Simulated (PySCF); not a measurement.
Computed shifts of a molecule C₂H₅ClSi₂, PBE/pcSseg-1 (PySCF), GIAO, gas phase, atoms alike by connectivity averaged where their shifts nearly agree, in ppm (number of nuclei): ¹³C: 169.8 (1), 160.7 (1). ²⁹Si: -43.9 (1), -76.7 (1). ¹H: 7.33 (1), 5.17 (2), 4.91 (2). References: ³⁵Cl against HCl (σ = 936.5 ppm); ¹³C against TMS (σ = 182.0 ppm); ²⁹Si against TMS (σ = 335.4 ppm); ¹H against TMS (σ = 31.49 ppm), references at their B3LYP-D3(BJ)/def2-TZVP geometries, non-relativistic (without spin–orbit terms, shifts of atoms bonded to Cl or Br come out too high). Coordinates come from a r2SCAN-D4/def2-SVP optimisation. The values are those of a single conformer.

Task: Which molecule gave these data?
A) C#C[Si@@H]([SiH3])Cl
B) ClC1=C[SiH2][SiH2]1
C) C#C[SiH2][SiH2]Cl
D) Cl[Si@H]1C=C[SiH2]1

Result: B, ClC1=C[SiH2][SiH2]1
